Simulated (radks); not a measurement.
Results of a calculation; reference values are marked as such.
Question: Orbital eigenvalues (eV) of the silver ion Ag3+, [Kr] 4d8, of relativity; Dirac values are averaged over j with weights 2j + 1. Spin-unpolarised spherical Kohn-Sham, BLYP, point nucleus unless stated (finite: rms radius 4.5454 fm), a radial shooting solver on a logarithmic mesh with Libxc functionals. A level marked "c x" has the speed of light scaled by that factor and shares open shells by 2j + 1; other Dirac levels either fill j = l - 1/2 first or share by 2j + 1.

| shell | non-rel. |
|---|---|
| 1s | -24572 |
| 2s | -3577.3 |
| 2p | -3331.9 |
| 3s | -684.71 |
| 3p | -585.85 |
| 3d | -403.02 |
| 4s | -126.14 |
| 4p | -94.752 |
| 4d | -44.137 |

Give the values at the level "Dirac, c x 0.85".

Answer: 
shell  Dirac, c x 0.85  change of magnitude (%)
1s              -25689                    +4.55
2s             -3847.0                    +7.54
2p             -3409.2                    +2.32
3s             -738.52                    +7.86
3p             -601.84                    +2.73
3d             -395.53                    -1.86
4s             -136.63                    +8.32
4p             -97.589                    +2.99
4d             -43.404                    -1.66
